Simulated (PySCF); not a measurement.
Species: `COC1=C[C@@H](CN)[SiH2]C1`. The columns A, B, C and D hold Mulliken, IAO, Hirshfeld and ESP-fitted charges (e) of one PBE0/pcSseg-1 density (PySCF), in a shuffled order. Coordinates in Å (GFN2-xTB); the density's dipole moment is (-0.04, -0.80, -1.03) D.

| atom | x | y | z | A | B | C | D |
| --- | --- | --- | --- | --- | --- | --- | --- |
| C1 | -3.036 | -1.139 | -0.981 | -0.060 | -0.036 | -0.205 | -0.035 |
| O2 | -2.465 | 0.140 | -1.083 | -0.367 | -0.481 | -0.333 | -0.112 |
| C3 | -1.282 | 0.355 | -0.432 | +0.489 | +0.130 | +0.201 | +0.068 |
| C4 | -0.594 | -0.504 | 0.312 | -0.630 | -0.167 | -0.265 | -0.098 |
| C5 | 0.704 | -0.057 | 0.926 | +0.044 | -0.497 | -0.370 | -0.115 |
| C6 | 1.856 | -0.958 | 0.470 | +0.216 | -0.009 | -0.131 | -0.032 |
| N7 | 3.059 | -0.657 | 1.228 | -0.999 | -0.453 | -0.576 | -0.242 |
| Si8 | 0.866 | 1.771 | 0.382 | +0.415 | +0.705 | +0.736 | +0.346 |
| C9 | -0.759 | 1.753 | -0.609 | -0.415 | -0.466 | -0.554 | -0.170 |
| H10 | -3.942 | -1.115 | -1.585 | +0.113 | +0.129 | +0.162 | +0.053 |
| H11 | -3.294 | -1.378 | 0.056 | +0.076 | +0.107 | +0.133 | +0.042 |
| H12 | -2.360 | -1.909 | -1.367 | +0.063 | +0.105 | +0.132 | +0.041 |
| H13 | -0.906 | -1.521 | 0.491 | +0.200 | +0.093 | +0.139 | +0.036 |
| H14 | 0.646 | -0.160 | 2.015 | +0.068 | +0.149 | +0.149 | +0.032 |
| H15 | 1.604 | -2.005 | 0.670 | +0.066 | +0.113 | +0.132 | +0.036 |
| H16 | 1.988 | -0.849 | -0.621 | -0.029 | +0.099 | +0.099 | +0.017 |
| H17 | 3.317 | 0.315 | 1.094 | +0.344 | +0.166 | +0.233 | +0.098 |
| H18 | 3.831 | -1.231 | 0.905 | +0.385 | +0.168 | +0.243 | +0.110 |
| H19 | 2.025 | 2.023 | -0.485 | -0.105 | -0.089 | -0.127 | -0.079 |
| H20 | 0.866 | 2.716 | 1.500 | -0.116 | -0.074 | -0.119 | -0.077 |
| H21 | -0.634 | 1.964 | -1.672 | +0.119 | +0.153 | +0.161 | +0.041 |
| H22 | -1.500 | 2.463 | -0.244 | +0.121 | +0.155 | +0.161 | +0.042 |

Problem. Which column most likely holds the ESP-fitted charges?

Solution. A. Σ q r misses the density's dipole by 0.03 D (A), 0.97 D (D), 1.08 D (C), 2.14 D (B). Charges fitted to the outside potential are the only set here that is tied to the molecule's multipoles.

Problem. And the Hirshfeld charges?

Solution. D. The mean sizes are 0.087 e (D), 0.207 e (B), 0.244 e (C), 0.247 e (A), and Hirshfeld charges are commonly the smallest of these schemes.

As computed, A = ESP-fitted, B = Mulliken, C = IAO, D = Hirshfeld. Hydrogens on carbon: ESP-fitted -0.03 to +0.20, Mulliken +0.09 to +0.15, IAO +0.10 to +0.16, Hirshfeld +0.02 to +0.05 e.

The Mulliken scheme counts on each atom the diagonal of the density matrix times the overlap matrix over that atom's basis functions. The ESP scheme fits charges at the nuclei, held to the total charge, to the electrostatic potential on points at 1.4 to 2.0 times the van der Waals radii.

Isolated species at its GFN2-xTB geometry (one conformer only).

These values come from a run that also computed NMR shieldings. Time: 94 s of wall time; peak memory 1.0 GiB. Hardware: one thread, Arm Neoverse N1 (aarch64), shared host with 64 logical CPUs at a one-minute load of 61.
